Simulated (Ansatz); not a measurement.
Consider the ligand exchange at the Si–O bond: `O[Si](F)(F)Br` + HCl → `F[Si](F)(Cl)Br` + H₂O.

Program: Ansatz. Geometries: PBE0-D4/def2-TZVP. ΔE: electronic, gas phase. CCSD(T)/CBS adds triple-zeta CCSD(T) − MP2 to the extrapolated MP2 energy (def2 sets, frozen cores). This one scheme is used for every species. For Br outer-core shells are correlated without core-valence functions, which leaves a few kJ/mol of doubt a bond. Scalar relativity is left out up to krypton. One conformer a species, not always the lowest.

```tsv
species	CCSD/def2-SVP energy (Eh)
`O[Si](F)(F)Br`	-3136.15345
HCl	-460.09995
`F[Si](F)(Cl)Br`	-3520.07264
H₂O	-76.17170
```

Question: Work out ΔE.

Answer: ΔE = (-3520.07264) + (-76.17170) − (-3136.15345) − (-460.09995) = 0.00906 Eh = +23.8 kJ/mol. CCSD(T)/CBS gives +17.0 kJ/mol.

Question: What do rigid-rotor, harmonic-oscillator terms from PBE0-D4/def2-TZVP frequencies (298.15 K, 1 bar) make of the CCSD(T)/CBS value? (An estimate is asked.)

Answer: Ansatz gave: ΔZPE = +6.2 kJ/mol, ΔH = +23.6 kJ/mol, ΔS = 1 J/(mol·K), ΔG = +23.2 kJ/mol.

Largest T1 diagnostic among the species: 0.010.

Leaving LDA and LC-ωPBE aside and taking each functional with its dispersion term where it has one, the values, not all of them listed here, spread over 16.9 kJ/mol, from revPBE-D4 to CAM-B3LYP-D4. LDA lies +6.8 kJ/mol from PBE without D4. At CCSD(T), def2-SVP lies +5.6 kJ/mol from the extrapolated value and def2-TZVPP +5.9 kJ/mol.
